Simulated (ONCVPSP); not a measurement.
Logarithmic derivatives: manganese (Mn), ONCV

- Element: manganese
- Generator: ONCVPSP 4.0.1
- Type: optimised norm-conserving Vanderbilt (ONCV)
- Functional: PBEsol
- Relativity: scalar-relativistic
- Frozen core: [Ne]
- Valence charge: 15
- Reference configuration: 3s2 3p6 3d5 4s2
- Partial waves: 3s+4s: rc 1.65 bohr, ncon 3, nbas 7, qcut 6.5 1/bohr, 2 projectors; 3p: rc 0.90 bohr, ncon 4, nbas 7, qcut 10.1 1/bohr, 1 projector; 3d: rc 1.60 bohr, ncon 3, nbas 8, qcut 10.1 1/bohr, 2 projectors, debl 1.6 Ha
- Local potential: polynomial inside 0.60 bohr (lpopt 4, dvloc0 0 Ha)
- Core correction: Teter function, fcfact 3.25, rcfact 1.25

The phase is arctan(r·R′/R) of the radial function R(r), unwrapped; energies in Ha, scanned from -5 to 5 Ha. A pole is an energy at which the radial function vanishes at the test radius. The pseudo phase is shifted by a multiple of π to meet the all-electron one at the reference energy, and phase errors are pseudo minus all-electron; the curves can meet again beyond the range given. Levels narrower than the energy grid can be missing from the lists of poles.

Q: For each channel, where are the poles, and over which energies does the pseudopotential scatter like the atom?

A:

```tsv
channel	radius (bohr)	reference energy (Ha)	poles, all-electron	poles, pseudo	unbroken range about the reference energy with phases within 0.05 rad	phase error 1 Ha above the reference energy (rad)
s	1.68	-0.19	-2.96, 4.90	-2.96, 4.33	below 4.6	-0.003
p	0.92	-2.00	3.52	3.19	the whole range	-0.001
d	1.63	-0.25	0.29	0.29	the whole range	-0.000
```

Phases in the s channel:

| E (Ha) | all-electron | pseudo |
| --- | --- | --- |
| -4.96 | 1.267 | 1.267 |
| -4.72 | 1.245 | 1.245 |
| -4.48 | 1.216 | 1.216 |
| -4.24 | 1.175 | 1.175 |
| -4.00 | 1.109 | 1.108 |
| -3.76 | 0.972 | 0.972 |
| -3.52 | 0.526 | 0.525 |
| -3.28 | -0.958 | -0.958 |
| -3.04 | -1.504 | -1.504 |
| -2.80 | -1.662 | -1.662 |
| -2.56 | -1.743 | -1.743 |
| -2.32 | -1.798 | -1.798 |
| -2.08 | -1.845 | -1.845 |
| -1.84 | -1.889 | -1.889 |
| -1.60 | -1.934 | -1.934 |
| -1.36 | -1.985 | -1.985 |
| -1.12 | -2.045 | -2.045 |
| -0.88 | -2.119 | -2.119 |
| -0.64 | -2.215 | -2.215 |
| -0.40 | -2.343 | -2.343 |
| -0.16 | -2.521 | -2.521 |
| 0.08 | -2.767 | -2.767 |
| 0.32 | -3.084 | -3.084 |
| 0.56 | -3.429 | -3.431 |
| 0.80 | -3.733 | -3.736 |
| 1.04 | -3.964 | -3.968 |
| 1.28 | -4.129 | -4.134 |
| 1.52 | -4.248 | -4.253 |
| 1.76 | -4.336 | -4.342 |
| 2.00 | -4.403 | -4.410 |
| 2.24 | -4.456 | -4.463 |
| 2.48 | -4.499 | -4.507 |
| 2.72 | -4.534 | -4.543 |
| 2.96 | -4.564 | -4.575 |
| 3.20 | -4.590 | -4.603 |
| 3.44 | -4.612 | -4.628 |
| 3.68 | -4.632 | -4.651 |
| 3.92 | -4.650 | -4.673 |
| 4.16 | -4.667 | -4.696 |
| 4.40 | -4.683 | -4.719 |
| 4.64 | -4.697 | -4.746 |
| 4.88 | -4.711 | -4.778 |
